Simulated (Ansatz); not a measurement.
`[CH3][GaH][Se]C` + CH₃OH → `C[O][GaH][CH3]` + `C[SeH]` at 500 K and 1 bar (ligand exchange at a Ga–Se bond).

Computed with Ansatz on PBE0-D4/def2-TZVP structures; ΔE is electronic, products minus reactants. CCSD(T)/CBS is the MP2 limit (def2-TZVPP, def2-QZVPP) plus CCSD(T) − MP2 in def2-TZVPP, frozen cores. This one scheme is used for every species. For Ga, Se outer-core shells are correlated without core-valence functions, which leaves a few kJ/mol of doubt a bond. Scalar relativity is left out up to krypton. One conformer a species, not always the lowest.

```tsv
species	CCSD(T)/CBS energy (Eh)	H − E (kJ/mol)	S (J/(mol·K))
`[CH3][GaH][Se]C`	-4405.00109	261.9	463.2
CH₃OH	-115.61712	157.0	265.4
`C[O][GaH][CH3]`	-2079.44369	267.1	417.7
`C[SeH]`	-2441.15625	142.1	299.3
```

H − E and S are ideal-gas, rigid-rotor, harmonic terms from PBE0-D4/def2-TZVP, for one conformer and one mirror image of each species. 1 Eh = 2625.50 kJ/mol, R = 8.31446 J/(mol·K).

**Question.** By hand: ΔE, ΔH, ΔS and ΔG.

**Answer.** ΔE = (-2079.44369) + (-2441.15625) − (-4405.00109) − (-115.61712) = 0.01827 Eh = 48.0 kJ/mol. Δ(H − E) = 267.1 + 142.1 − 261.9 − 157.0 = -9.7, so ΔH = 38.3 kJ/mol. ΔS = 417.7 + 299.3 − 463.2 − 265.4 = -11.6 J/(mol·K). ΔG = 38.3 − 500 × (-11.6)/1000 = 44.1 kJ/mol.

**Question.** By hand: the equilibrium constant, and the temperature at which ΔG would vanish if ΔH and ΔS stayed fixed.

**Answer.** log₁₀ K = −ΔG/(RT ln 10) = -4.6. ΔH and −TΔS have one sign here, so there is no such temperature.

The number of gas molecules stays the same, so ΔS is small and ΔH decides. A doubt of 5 kJ/mol in ΔE shifts log₁₀ K by 0.5 here. Other conformers and mirror images would add mixing entropy, several J/(mol·K) or more a flexible species. Modes under 60 cm⁻¹, often nearly free rotors, make the harmonic entropy too high. These are equilibria of isolated gas molecules and say nothing of rates. Largest T1 diagnostic: 0.014 (customary marks: 0.02 for closed shells, 0.045 for open ones).

ΔS is within the doubt of such terms, so its sign, and with it that verdict, could turn.
